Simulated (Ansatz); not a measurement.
# Which method gave which barrier?

Saddle point of Si2AsNH10, closed shell (Si₂NH₇ ([NH2][SiH2][SiH3]) + AsH₃ → Si₂AsH₇ ([SiH3][SiH2][AsH2]) + NH₃; bonds formed: Si1–As7, N2–H6; bonds broken: Si1–N2, H6–As7), PBE0-D4/def2-TZVP structure:

```
14
angstrom
Si -0.3604 -0.9104 0.8031
N 1.1411 0.1446 1.1262
H 0.1362 -2.1397 0.1508
H -0.6865 -1.2489 2.2260
Si -2.0167 0.3076 -0.2796
H 1.3166 0.4151 0.0741
As 0.8934 0.2109 -2.0517
H 0.9694 0.9601 1.7106
H 1.9350 -0.3696 1.5003
H -3.2642 0.2639 0.5458
H -1.6011 1.7308 -0.3713
H -2.3060 -0.2837 -1.6039
H 2.1816 -0.6064 -1.9400
H 1.6614 1.5257 -1.8902
```

Ansatz 0.2.0; basis: def2-TZVPP, with def2-QZVPP for the basis limit; cores frozen in the correlated methods. Filled d shells of the heavier atoms are correlated. The def2 sets are not built for correlating such inner shells, so the correlated values are less sure here. B3LYP uses VWN-RPA correlation. Extrapolation: Hartree–Fock as exp(−7.88 √X), correlation as X^−2.97. Four methods, as single points on the PBE0-D4 structures, gave these electronic barriers from the start structure: 27.27, 29.44, 31.83, 42.83 kcal/mol.

Problem. The methods were, in alphabetical order, B3LYP-D4, BLYP-D4, CCSD(T), HF. Which gave which? (A judgement: the text doesn't fix the answer.)

Solution. By the calculation: BLYP-D4 27.27; B3LYP-D4 29.44; CCSD(T) 31.83; HF 42.83 kcal/mol. For comparison, CCSD(T) at an estimated basis limit (MP2 extrapolated from triple and quadruple zeta, plus CCSD(T) − MP2 in triple zeta) gives 29.50 kcal/mol.

T1 diagnostic: at most 0.014.

Labels in which every atom is bracketed show which atoms are joined, not bond orders.

For scale, one of the runs: CCSD(T)/def2-TZVPP, 303 basis functions, launched by `ansatz run in.yaml --threads 8 --pin off --events-out ev --progress --plain --max-ram 19148MiB`. Hardware: 8 CPU threads of an Arm Neoverse V1, shared host. Wall time 4.5 min; peak host memory 9.6 GiB.
